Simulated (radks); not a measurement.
Problem. Valence configurations of the gadolinium ion Gd+ (all share [Xe]). All-electron calculation, Dirac Kohn-Sham, PBE, spin-unpolarised, spherical densities, point nucleus; open shells are shared between the two j in proportion to 2j + 1. Program: a radial shooting solver on a logarithmic mesh with Libxc functionals. Order these by energy: 4f6.5 5d1 6s1 6p0.5; 4f7 6s2; 4f7 5d2; 4f7 5d1 6p1; 4f7 5d1.5 6s0.5; 4f7.5 5d0.5 6s1; 4f7 5d1 6s1; 4f7 5d0.5 6s1 6p0.5; 4f7 5d0.5 6s1.5; 4f8 6s1.

Solution. From the lowest, in eV above it: 4f8 6s1 0.000; 4f7.5 5d0.5 6s1 1.572; 4f7 6s2 3.667; 4f7 5d0.5 6s1.5 3.899; 4f7 5d1 6s1 4.270; 4f7 5d1.5 6s0.5 4.768; 4f7 5d2 5.382; 4f7 5d0.5 6s1 6p0.5 5.738; 4f7 5d1 6p1 7.826; 4f6.5 5d1 6s1 6p0.5 9.952. NIST lists [Xe] 4f7 5d1 6s1 as the ground configuration; this level of theory puts 4f8 6s1 lower, by 4.270 eV. The energies are those of spherical spin-averaged densities, not of single terms.
